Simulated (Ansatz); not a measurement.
A nudged elastic band was laid between two geometries of CH₇GeN (10 atoms, charge 0, multiplicity 1).

Theory: RKS B3LYP/def2-SVP (Ansatz).

```
movable images  : 5
climbing image  : yes
spring          : 5.0 eV/Å²
optimiser       : quadratic models (default)
start path      : IDPP
force threshold : 0.05 eV/Å
iteration limit : 60
end points      : relaxed
```

Initial state:

```xyz
10
Properties=species:S:1:pos:R:3
C -1.009 0.533 -0.940
Ge 0.100 -0.698 0.109
N 1.102 0.315 1.297
H -1.659 -0.026 -1.631
H -0.378 1.211 -1.534
H -1.637 1.137 -0.268
H 0.949 -1.578 -0.855
H -0.766 -1.633 0.984
H 1.782 0.928 0.848
H 1.601 -0.240 1.991
```

Final state:

```xyz
10
Properties=species:S:1:pos:R:3
C -1.048 0.580 -0.800
Ge 0.152 -0.757 0.021
N 1.433 -0.077 1.175
H -1.772 0.081 -1.464
H -0.474 1.306 -1.396
H -1.608 1.127 -0.026
H 0.929 -1.500 -1.090
H -0.683 -1.757 0.850
H 2.102 0.555 0.736
H 1.053 0.391 1.997
```

Problem. What changes between the two ends?

Solution. No bond is made or broken. The height of N3 over the plane of its neighbours goes from -0.35 to 0.34 Å.

Problem. Give the energies along the band, and the barrier.

Solution. It converged. The highest image is number 3 of 0 to 6, 1.7 kcal/mol above the first end and 1.3 kcal/mol above the last; the last end lies 0.4 kcal/mol above the first. A vibrational analysis at the climbing image gives one clearly imaginary mode, 405i cm⁻¹: a first-order saddle point.

```json
{"image": "0", "path coordinate (Å)": "0.00", "energy (kcal/mol)": "0.0", "height of N3 over the plane of its neighbours (Å)": "-0.35"}
{"image": "1", "path coordinate (Å)": "0.29", "energy (kcal/mol)": "0.1", "height of N3 over the plane of its neighbours (Å)": "-0.35"}
{"image": "2", "path coordinate (Å)": "0.59", "energy (kcal/mol)": "0.5", "height of N3 over the plane of its neighbours (Å)": "-0.29"}
{"image": "3", "path coordinate (Å)": "0.88", "energy (kcal/mol)": "1.7", "height of N3 over the plane of its neighbours (Å)": "0.00"}
{"image": "4", "path coordinate (Å)": "1.11", "energy (kcal/mol)": "0.9", "height of N3 over the plane of its neighbours (Å)": "0.24"}
{"image": "5", "path coordinate (Å)": "1.33", "energy (kcal/mol)": "0.5", "height of N3 over the plane of its neighbours (Å)": "0.33"}
{"image": "6", "path coordinate (Å)": "1.56", "energy (kcal/mol)": "0.4", "height of N3 over the plane of its neighbours (Å)": "0.34"}
```

Problem. What is the geometry of the highest image?

Solution. 
```xyz
10
Properties=species:S:1:pos:R:3
C -1.077 0.567 -0.858
Ge 0.139 -0.708 0.022
N 1.340 0.111 1.132
H -1.781 0.034 -1.516
H -0.507 1.283 -1.470
H -1.650 1.131 -0.106
H 0.887 -1.512 -1.074
H -0.660 -1.673 0.928
H 2.095 0.701 0.807
H 1.298 0.016 2.138
```

Problem. What are the harmonic wavenumbers there?

Solution. 405i, 95, 134, 207, 431, 583, 615, 701, 734, 836, 854, 863, 873, 1253, 1435, 1438, 1517, 2083, 2117, 3033, 3129, 3137, 3604, 3717 cm⁻¹.

Time of the run: 46 s on 2 threads of Intel(R) Xeon(R) Platinum 8488C (Sapphire Rapids), on a shared host, peak memory 0.22 GiB.
